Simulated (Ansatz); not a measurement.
Computed with Ansatz on PBE0-D4/def2-TZVP structures; ΔE is electronic, products minus reactants. CBS: MP2 limit from def2 TZ/QZ plus the TZ coupled-cluster correction, frozen cores. Functionals use def2-TZVPP. For As outer-core shells are correlated without core-valence functions, which leaves a few kJ/mol of doubt a bond. Scalar relativity is left out up to krypton. Each species was taken in one conformer, which may not be the lowest.

Consider the ligand exchange at the Si–C bond: `C=C([SiH3])C[SiH3]` + `O[AsH2]` → `[SiH3]O[AsH2]` + `C=CC[SiH3]`.

| level | ΔE (kJ/mol) |
| --- | --- |
| RPA@PBE/def2-TZVPP | -95.6 |
| MP2/def2-QZVPP | -96.4 |

(1) What does CCSD(T)/CBS give? (An estimate is asked.)

Largest T1 diagnostic among the species: 0.012.

## Answers

(1) Ansatz gave: -95.4 kJ/mol. The listed levels differ from it by -0.2, -1.0 kJ/mol.

Leaving LDA and LC-ωPBE aside and taking each functional with its dispersion term where it has one, the values, not all of them listed here, spread over 26.8 kJ/mol, from BHLYP-D4 to revPBE-D4. LDA lies +4.4 kJ/mol from PBE without D4. From PBE to PBE0 (25 % exact exchange), in def2-TZVPP and without D4, ΔE moves by −5.1 kJ/mol.
